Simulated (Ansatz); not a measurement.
The cluster Na₂Pb⁻ (the lowest doublet isomer of a short search), 3 atoms. Hardware: 4 threads of Intel Xeon Platinum 8488C on a shared host.

In the def2 sets Pb takes a core potential; there is no spin–orbit coupling. Correlated methods freeze 6 core orbitals; core or outer-core shells of Na, Pb are correlated, in sets that lack core-valence functions.

(1) How many basis functions does each of these Ansatz runs have, and roughly what does it cost? PBE0-D4/def2-TZVPD, charge -1 quartet, relaxation, 7 steps; r2SCAN-D4/def2-TZVPD, charge -1 doublet, energy and forces, from earlier orbitals; PBE0-D4/def2-TZVPD, charge -1 quartet, energy, from earlier orbitals; RPA@PBE/def2-TZVPD, charge -1 doublet, energy, from earlier orbitals; PBE-D4/def2-TZVPD, charge -1 doublet, energy, from earlier orbitals; PBE-D4/def2-TZVPD, charge -1 quartet, energy, from earlier orbitals; MP2/def2-TZVPD, charge -1 quartet, energy, from earlier orbitals; HSE06-D4/def2-TZVPD, charge -1 quartet, energy, from earlier orbitals; revPBE-D4/def2-TZVPD, charge -1 quartet, energy, from earlier orbitals; r2SCAN-D4/def2-TZVPD, charge -1 quartet, energy, from earlier orbitals; MP2/def2-TZVPD, charge -1 doublet, energy, from earlier orbitals; r2SCANh-D4/def2-TZVPD, charge -1 quartet, energy, from earlier orbitals.

Results:

(1) Other jobs shared the machine, so times can vary by a factor of up to 3. A dash marks memory too small to be measured apart from the calling script's.

| run | functions | fitting or Cholesky vectors | wall time | peak host memory (GiB) |
| --- | --- | --- | --- | --- |
| PBE-D4/def2-TZVPD, charge -1 quartet, energy, from earlier orbitals | 126 | 1032 | 1.3 s | – |
| MP2/def2-TZVPD, charge -1 doublet, energy, from earlier orbitals | 126 | 1177 | 1.4 s | – |
| PBE-D4/def2-TZVPD, charge -1 doublet, energy, from earlier orbitals | 126 | 1032 | 1.4 s | – |
| revPBE-D4/def2-TZVPD, charge -1 quartet, energy, from earlier orbitals | 126 | 1032 | 1.4 s | – |
| MP2/def2-TZVPD, charge -1 quartet, energy, from earlier orbitals | 126 | 1177 | 1.9 s | – |
| RPA@PBE/def2-TZVPD, charge -1 doublet, energy, from earlier orbitals | 126 | 1177 | 2.5 s | – |
| r2SCAN-D4/def2-TZVPD, charge -1 doublet, energy and forces, from earlier orbitals | 126 | 1032 | 2.8 s | – |
| HSE06-D4/def2-TZVPD, charge -1 quartet, energy, from earlier orbitals | 126 | 1131 | 3.6 s | 0.58 |
| r2SCAN-D4/def2-TZVPD, charge -1 quartet, energy, from earlier orbitals | 126 | 1032 | 5.5 s | – |
| r2SCANh-D4/def2-TZVPD, charge -1 quartet, energy, from earlier orbitals | 126 | 1032 | 6 s | 0.58 |
| PBE0-D4/def2-TZVPD, charge -1 quartet, relaxation, 7 steps | 126 | 1131 | 12 s | – |
| PBE0-D4/def2-TZVPD, charge -1 quartet, energy, from earlier orbitals | 126 | 1131 | 15 s | 0.57 |
